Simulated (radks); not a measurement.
All-electron atom: Ne3+ in [He] 2s2 2p3.

Calculated with a radial shooting solver on a logarithmic mesh with Libxc functionals: non-relativistic Kohn-Sham, exchange-only B88, spin-polarised, spherical densities, point nucleus; open shells are filled with parallel spins first.

Energy parts (hartree):
part                  energy
total             -124.08301
kinetic            124.08301
electron-nucleus  -281.18336
Hartree             43.47582
exchange           -10.45847

Orbitals (lengths in bohr, moments of r in powers of bohr):
orbital  occ.  eigenvalue (hartree)     <r>    <r^2>
1s up       1             -33.57527  0.1583  0.03380
1s down     1             -33.43357  0.1576  0.03346
2s up       1              -3.86799  0.7902   0.7410
2s down     1              -3.52369  0.8141   0.7895
2p up       3              -3.05074  0.7436   0.6876
2p down     0              -2.68235  0.7809   0.7649

The highest occupied level is 2p up at -83.015 eV. The electron density at the nucleus is 631.5 e/bohr^3. For comparison, the ionisation energy in NIST's Atomic Spectra Database is 97.190 eV (semi-empirical). In exact Kohn-Sham theory the highest level is minus the ionisation energy, but local and semilocal functionals leave it too shallow, through self-interaction and a potential that decays too fast; potentials with the right tail come closer.
